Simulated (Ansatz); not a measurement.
Process, species as SMILES: C[C@H]1CO1 + H+ -> C[C@H]1C[OH+]1
Geometries: B3LYP-D3(BJ)/def2-TZVP minima from Ansatz (an electronic-structure program).

Wanted: proton affinity (electronic energy difference), positive where the reaction releases energy, in eV. Cores are frozen in the correlated levels unless marked. No spin-orbit coupling. Non-relativistic. CBS(X,Y): correlation extrapolated as X^-3; Hartree-Fock from the larger set. [CCSD(T)-MP2]/basis is that difference in the basis named.

```tsv
level	program	proton affinity (eV)
BLYP-D3(BJ)/def2-TZVPD	Ansatz + dftd3	8.58
r2SCAN-D4/def2-TZVPD	Ansatz + dftd4	8.55
B3LYP/def2-TZVPD	Ansatz	8.55
PBE0/def2-TZVPD	Ansatz	8.52
BHLYP-D3(BJ)/def2-TZVPD	Ansatz + dftd3	8.63
BHLYP-D4/def2-TZVPD	Ansatz + dftd4	8.59
BHLYP/def2-TZVPD	Ansatz	8.60
CCSD/6-31G*	Ansatz	8.56
CCSD(T)/cc-pVDZ	Ansatz	8.73
RI-MP2/CBS(cc-pVTZ,cc-pVQZ)+[CCSD(T)-MP2]/cc-pVTZ	Ansatz	8.55
```
